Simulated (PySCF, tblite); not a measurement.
Isomers of C8H6N (doublet state). Level: GFN2-xTB in tblite, geometry and Hessian alike; calculated harmonic values, unscaled, isolated species. This tight-binding method is rough: wavenumbers can miss measured ones by several per cent, in bad cases by 10 to 20. One conformer each. Open shells enter through the occupations alone, without spin polarisation, and single modes of such species can be off by tens of per cent.

Electronic energies: B3LYP/pcH-1 single points on the GFN2-xTB geometries (PySCF, gas phase).

```csv
SMILES,"electronic energy, lowest = 0 (kJ/mol)"
[H]/[C]=C1\C=CC(CC#N)=C1,126.4
[CH2]C#Cc1ccccn1,0.0
N#CCC1=C[C]2[C@@H]3[C@H]2[C@H]13,325.5
```

How do GFN2-xTB zero-point energies change the relative energies?

| SMILES | ZPE (kJ/mol) | of it from modes above 1550 cm⁻¹ | electronic (kJ/mol) | with ZPE, lowest = 0 (kJ/mol) | lowest mode (cm⁻¹) | rings |
| --- | --- | --- | --- | --- | --- | --- |
| [CH2]C#Cc1ccccn1 | 284.2 | 132.8 | 0.0 | 0.0 | 80 | 1 |
| [H]/[C]=C1\C=CC(CC#N)=C1 | 283.8 | 154.5 | 126.4 | 126.0 | 29 | 1 |
| N#CCC1=C[C]2[C@@H]3[C@H]2[C@H]13 | 288.4 | 134.7 | 325.5 | 329.7 | 35 | 4 |

The zero-point energies span 4.6 kJ/mol, from `[H]/[C]=C1\C=CC(CC#N)=C1` to `N#CCC1=C[C]2[C@@H]3[C@H]2[C@H]13`. The order is unchanged.

And how do the electronic energies of GFN2-xTB itself compare?

`[CH2]C#Cc1ccccn1` 0.0; `[H]/[C]=C1\C=CC(CC#N)=C1` 175.5; `N#CCC1=C[C]2[C@@H]3[C@H]2[C@H]13` 274.0 kJ/mol, lowest = 0. Against the energies above, taken from the same isomer `[CH2]C#Cc1ccccn1`, the largest difference is 51.5 kJ/mol.

What do entropy and thermal enthalpy add at 298.15 K and 1 bar (rigid rotor, harmonic oscillator, one conformer each)?

```json
{"SMILES": "[CH2]C#Cc1ccccn1", "point group": "Cs", "symmetry number": "1", "S (J/(mol K))": "378.8", "H − H(0) (kJ/mol)": "24.29", "ZPE + H − H(0) − TS (kJ/mol)": "195.5"}
{"SMILES": "[H]/[C]=C1\\C=CC(CC#N)=C1", "point group": "C1", "symmetry number": "1", "S (J/(mol K))": "388.2", "H − H(0) (kJ/mol)": "24.62", "ZPE + H − H(0) − TS (kJ/mol)": "192.6"}
{"SMILES": "N#CCC1=C[C]2[C@@H]3[C@H]2[C@H]13", "point group": "C1", "symmetry number": "1", "S (J/(mol K))": "370.9", "H − H(0) (kJ/mol)": "22.24", "ZPE + H − H(0) − TS (kJ/mol)": "200.0"}
```

S holds R ln(2S + 1) for the spin.
